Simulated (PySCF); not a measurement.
Compound: (BeSe)6 ring, Be6Se6.
Bonds: Be1–Se2, Be1–Se12, Se2–Be3, Be3–Se4, Se4–Be5, Be5–Se6, Se6–Be7, Be7–Se8, Se8–Be9, Be9–Se10, Se10–Be11, Be11–Se12.

Method: PBE0-D3(BJ)/def2-SVP geometry optimisation, gas phase in PySCF 2.14.0; density fitting, grid level 1; the optimiser is geomeTRIC in internal coordinates, started from a GFN2-xTB structure with every atom displaced at random (about 0.03 Å).

Step 8: E = -394420.2981 eV
```
atom  x, y, z in Å  |  force x, y, z in eV/Å
Be1    -0.9180    2.4147   -0.9037    0.054   0.129  -0.001
Se2     0.0086    3.6512    0.4197   -0.023  -0.080  -0.056
Be3     1.2937    2.1498    0.8135    0.109   0.052  -0.002
Se4     2.5414    0.6511    1.3707   -0.080   0.029  -0.097
Be5     0.7821    0.0326    2.1416   -0.087  -0.039   0.220
Se6    -1.0367   -0.5430    2.8350    0.112   0.044  -0.151
Be7    -0.6092   -2.0864    1.6011   -0.036  -0.176  -0.004
Se8    -0.1083   -3.7048    0.4926   -0.035   0.115   0.056
Be9     0.2124   -2.4873   -1.0933   -0.034  -0.028  -0.133
Se10    0.5919   -1.5787   -2.8688    0.081   0.053   0.150
Be11   -0.6508   -0.0504   -2.4244   -0.094   0.053  -0.083
Se12   -1.9917    1.4684   -2.3327    0.031  -0.151   0.101
```

Step 9: E = -394420.3682 eV
```
atom  x, y, z in Å  |  force x, y, z in eV/Å
Be1    -0.9503    2.3345   -0.7682    0.014   0.147   0.125
Se2     0.0806    3.6160    0.4404   -0.047  -0.054  -0.138
Be3     1.3655    2.0868    0.6712    0.198  -0.067  -0.004
Se4     2.4940    0.4397    1.0581   -0.172   0.114   0.006
Be5     0.7099    0.0253    1.9210   -0.137  -0.026   0.165
Se6    -1.1988   -0.3432    2.5407    0.252   0.011  -0.103
Be7    -0.7424   -2.0211    1.5111   -0.071  -0.147  -0.017
Se8    -0.1326   -3.6700    0.5066   -0.078   0.081   0.051
Be9     0.3236   -2.4074   -1.0087    0.078   0.029  -0.126
Se10    0.9039   -1.3297   -2.6305    0.029  -0.031   0.079
Be11   -0.5942   -0.0496   -2.2166   -0.141   0.083  -0.063
Se12   -2.1437    1.2360   -1.9740    0.075  -0.140   0.026
```

Step 10: E = -394420.4009 eV
```
atom  x, y, z in Å  |  force x, y, z in eV/Å
Be1    -0.9571    2.2983   -0.7358    0.026   0.127   0.147
Se2     0.1894    3.6638    0.2582   -0.074  -0.048  -0.151
Be3     1.4322    2.1136    0.5818    0.106  -0.161   0.064
Se4     2.4790    0.4365    1.0570   -0.123   0.111   0.064
Be5     0.6775    0.0324    1.8981   -0.104   0.004   0.051
Se6    -1.2504   -0.3430    2.4458    0.229  -0.005  -0.038
Be7    -0.8264   -2.0429    1.4333   -0.007  -0.027  -0.022
Se8    -0.2295   -3.6844    0.4098   -0.062   0.062  -0.001
Be9     0.3605   -2.3768   -1.0229    0.088   0.002  -0.031
Se10    1.0490   -1.1621   -2.4965    0.013  -0.097   0.006
Be11   -0.5828   -0.0633   -2.0863   -0.128   0.076  -0.065
Se12   -2.2260    1.0451   -1.6915    0.036  -0.045  -0.023
```

Q: Estimate the geometry and energy of step 11. (The exact step hangs on the optimiser's Hessian estimate; all steps are aligned on step 10, rigid shifts and turns removed.)

A: E = -394420.4289 eV, largest force 0.159 eV/Å
```
atom  x, y, z in Å  |  force x, y, z in eV/Å
Be1    -0.9420    2.3184   -0.8302    0.054   0.006   0.043
Se2     0.2838    3.7107   -0.0005   -0.008  -0.043  -0.079
Be3     1.4653    2.1961    0.6328   -0.119  -0.085   0.064
Se4     2.5127    0.6469    1.4127    0.034  -0.018   0.013
Be5     0.7135    0.0607    2.1352    0.018   0.014  -0.108
Se6    -1.1603   -0.5163    2.6250   -0.044  -0.011   0.018
Be7    -0.7996   -2.1170    1.4323    0.105   0.108  -0.012
Se8    -0.3238   -3.7092    0.2805   -0.028   0.015  -0.052
Be9     0.3071   -2.4143   -1.1498   -0.021  -0.037   0.095
Se10    0.9615   -1.1987   -2.6294    0.097  -0.030  -0.004
Be11   -0.6510   -0.0869   -2.1719    0.009   0.022  -0.044
Se12   -2.2518    1.0270   -1.6857   -0.096   0.058   0.064
```

The energy changes by -0.0279 eV. The first-order estimate −F·Δx gives -0.0966 eV and the mean of the old and new forces, exact on a quadratic surface, -0.0370 eV. The step makes an angle of 75° with the force vector and moves no atom by more than 0.415 Å.

The cost below is that of the whole optimisation. The run took 65 min wall on one thread, AMD EPYC (x86_64), shared host with 64 logical CPUs at a one-minute load of 60, and the process peaked at 2.2 GiB of memory.
